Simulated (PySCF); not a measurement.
**Excitation energies in several basis sets**

Compound: C2H6BN.
Cartesian coordinates in Å at the PBE0-D3(BJ)/def2-SVP level; atoms count from 1:
```xyz
10
C2H6BN angstrom
B      2.082   -0.103    0.009
N      0.564   -0.032    0.194
C     -0.577    0.020    0.331
C     -2.012    0.087    0.504
H      2.474    1.057    0.017
H      2.262   -0.657   -1.067
H      2.506   -0.754    0.954
H     -2.518   -0.347   -0.371
H     -2.329    1.134    0.616
H     -2.310   -0.473    1.402
```

TDDFT with PBE0 (PySCF), vertical singlets, core orbitals frozen in the response, spherical d and f functions. Geometry: PBE0-D3(BJ)/def2-SVP; no solvent, vibrations or thermal averaging.

**Question.** How do the low singlets change with the basis? Take 6-31G*, 6-31+G*, def2-SVP, def2-SVPD, aug-cc-pVDZ, def2-TZVP and def2-TZVPD.

**Answer.** 

| basis | functions | diffuse | S1 (eV) | S2 (eV) | S3 (eV) | S4 (eV) | S5 (eV) | LUMO (eV) | α (au) |
| --- | --- | --- | --- | --- | --- | --- | --- | --- | --- |
| 6-31G* | 68 | no | 5.73 | 5.93 | 5.93 | 7.04 | 8.51 | -0.18 | 45.6 |
| 6-31+G* | 84 | yes | 5.72 | 5.90 | 5.90 | 6.37 | 6.37 | -0.40 | 49.8 |
| def2-SVP | 86 | no | 5.67 | 5.86 | 5.86 | 6.93 | 7.61 | -0.36 | 47.8 |
| def2-SVPD | 128 | yes | 5.65 | 5.82 | 5.83 | 6.60 | 6.60 | -0.47 | 55.1 |
| aug-cc-pVDZ | 146 | yes | 5.68 | 5.84 | 5.84 | 6.14 | 6.14 | -0.68 | 55.7 |
| def2-TZVP | 160 | no | 5.69 | 5.86 | 5.86 | 6.86 | 6.93 | -0.43 | 52.7 |
| def2-TZVPD | 202 | yes | 5.67 | 5.83 | 5.83 | 6.31 | 6.32 | -0.46 | 55.7 |

States are compared by their number. Against the largest diffuse basis here (def2-TZVPD, itself not a converged limit), sets without diffuse functions differ by up to 0.06 eV in S1 and 2.19 eV in S5; the smaller diffuse sets differ by up to 0.05 and 0.28 eV. State by state, the largest deviation of a set without diffuse functions is S1 0.06, S2 0.10, S3 0.10, S4 0.72, S5 2.19 eV. The same number needn't mean the same state in each row. Against def2-TZVPD the polarisability deviates by -18% in 6-31G*, -10% in 6-31+G*, -14% in def2-SVP, -1% in def2-SVPD, 0% in aug-cc-pVDZ, -5% in def2-TZVP. A single + in a Pople set puts diffuse functions on heavy atoms only.
